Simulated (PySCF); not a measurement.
## Working out the ionisation energy of Nb

Nb [Kr] 4d4 5s1 (6D) → Nb⁺ [Kr] 4d4 (5D). All numbers are calculated (PySCF 2.14, scalar relativity by spin-free X2C-1e, in x2c-TZVPall (8s6p6d1f, 63 functions)). Frozen: [Kr]. Energies in hartree (1 hartree = 27.21139 eV):

```tsv
part	Nb (lower)	Nb⁺ (upper)
UHF	-3817.234624	-3817.014350
MP2 opposite-spin	0.000000	0.000000
MP2 same-spin	-0.040581	-0.027738
```

Problem. What does Hartree-Fock give?

Solution. (-3817.014350) − (-3817.234624) = 0.220274 hartree = 5.994 eV.

Problem. What do MP2 and SCS-MP2 (6/5 opposite-spin, 1/3 same-spin) give?

Solution. The opposite-spin parts differ by 0.000 eV and the same-spin parts by 0.349 eV. MP2: 5.994 + (0.000) + (0.349) = 6.343 eV. SCS-MP2: 5.994 + 1.2 × (0.000) + (0.349)/3 = 6.110 eV.

Measured between the centres of the two terms (NIST): 6.776 eV, so MP2 (valence) is off by -0.433 eV.

What remains against the reference includes basis incompleteness, the frozen core and correlation beyond second order.
